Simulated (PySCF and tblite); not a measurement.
The numbers below are computed, except where a source is named.
## Conformer ensemble of C9H10, numbered as in [CH2:1]=[CH:2][CH2:3][c:4]1[cH:5][cH:6][cH:7][cH:8][cH:9]1

The ensemble was built from 90 distance-geometry starts (ETKDG and KDG, MMFF94s, GFN2-xTB) and rests on PBE0-D3(BJ)/def2-SVP geometries. Energies: CAM-B3LYP-D3(BJ)/def2-SVPD (IEF-PCM, chloroform), with GFN2-xTB thermal terms (modes under about 100 cm⁻¹ blended into free rotors). Symmetry numbers and mirror images are counted. Conformers within 3 kcal/mol (GFN2-xTB free energy) were kept, 8 at most. GIAO shieldings: WP04/pcSseg-1 (IEF-PCM, chloroform). Couplings: B3LYP/pcSseg-1 with pcJ-1 on H (gas phase; spin-dipole term only for pairs with B, N, F, Si or P). Couplings are for ¹H. Shifts are against TMS (¹H), TMS (¹³C) at the same level; of two unlike H on one atom, a is the less shielded. Run with PySCF (density fitting) and tblite.

Torsions listed: C1–C2–C3–C4, C2–C3–C4–C5. Of a mirror pair one member is shown.

```csv
conformer,shape,symmetry,E(GFN2) kcal/mol,E(DFT) kcal/mol,G(298.15 K) kcal/mol,weight %,dipole D
1,"-120°, -129°",C1 (pair),0.00,0.23,0.00,61.8,0.28
2,"0°, 89°",Cs,0.05,0.00,0.29,38.2,0.55
```

Weights (%) against temperature:

```json
{"T (K)": "250", "1": "59.5", "2": "40.5", "S(mix) cal/mol/K": "2.16"}
{"T (K)": "273.15", "1": "60.7", "2": "39.3", "S(mix) cal/mol/K": "2.17"}
{"T (K)": "298.15", "1": "61.8", "2": "38.2", "S(mix) cal/mol/K": "2.17"}
{"T (K)": "323.15", "1": "62.8", "2": "37.2", "S(mix) cal/mol/K": "2.18"}
{"T (K)": "373.15", "1": "64.2", "2": "35.8", "S(mix) cal/mol/K": "2.18"}
```

Averaged shifts at 298.15 K. ¹H: 7.22 (H6/H8, 2H), 7.15 (H7, 1H), 7.14 (H5/H9, 2H), 5.86 (H2, 1H), 5.14 (H1a, 1H), 4.85 (H1b, 1H), 3.26 (H3, 2H) ppm. ¹³C: 148.0 (C2), 146.8 (C4), 135.7 (C5/C9), 134.1 (C6/C8), 132.4 (C7), 122.5 (C1), 44.0 (C3) ppm.

Averaged couplings (Hz): ²J(H1a,H1b) 2.1, ³J(H1a,H2) 11.2, ⁴J(H1a,H3) -2.4, ³J(H1b,H2) 17.7, ⁴J(H1b,H3) -2.4, ³J(H2,H3) 6.9, ²J(H3,H3) -17.8, ⁴J(H3,H5) -0.7, ⁶J(H3,H7) -0.7, ³J(H5,H6) 8.5, ⁴J(H5,H7) 0.8, ⁴J(H5,H9) 1.5, ³J(H6,H7) 8.2, ⁴J(H6,H8) 0.9.

Coordinates of conformer 1 (Å):

```xyz
19

C     3.265    0.483    0.319
C     2.189   -0.205    0.704
C     1.229   -0.891   -0.220
C    -0.187   -0.376   -0.096
C    -1.263   -1.252    0.083
C    -2.569   -0.772    0.178
C    -2.818    0.596    0.097
C    -1.753    1.480   -0.077
C    -0.450    0.998   -0.170
H     3.927    0.963    1.045
H     3.526    0.588   -0.739
H     1.955   -0.281    1.774
H     1.229   -1.975   -0.013
H     1.577   -0.771   -1.261
H    -1.073   -2.327    0.148
H    -3.396   -1.473    0.319
H    -3.841    0.975    0.172
H    -1.939    2.556   -0.139
H     0.384    1.694   -0.296
```

Coordinates of conformer 2 (Å):

```xyz
19

C     2.423    0.077    0.923
C     2.348   -0.503   -0.275
C     1.216   -0.371   -1.257
C     0.082    0.501   -0.796
C     0.085    1.876   -1.054
C    -0.945    2.693   -0.592
C    -1.997    2.145    0.140
C    -2.011    0.776    0.406
C    -0.978   -0.036   -0.058
H     3.290   -0.078    1.571
H     1.625    0.725    1.297
H     3.173   -1.146   -0.606
H     0.840   -1.382   -1.495
H     1.623    0.016   -2.208
H     0.910    2.311   -1.625
H    -0.927    3.764   -0.807
H    -2.807    2.783    0.501
H    -2.832    0.338    0.979
H    -0.991   -1.109    0.157
```

Thermal terms of a conformer that GFN2-xTB lacks, or places elsewhere, come from the nearest GFN2-xTB minimum; such a conformer stays in the set even outside the window. Shifts are unscaled: against experiment ¹³C can be off by 15 ppm or more and ¹H by 0.8 ppm.

Search and properties took 3.6 min on 1 thread of Arm Neoverse V1 (shared host) (rough), launched as `OMP_NUM_THREADS=1 python ens_run.py task.json out`.
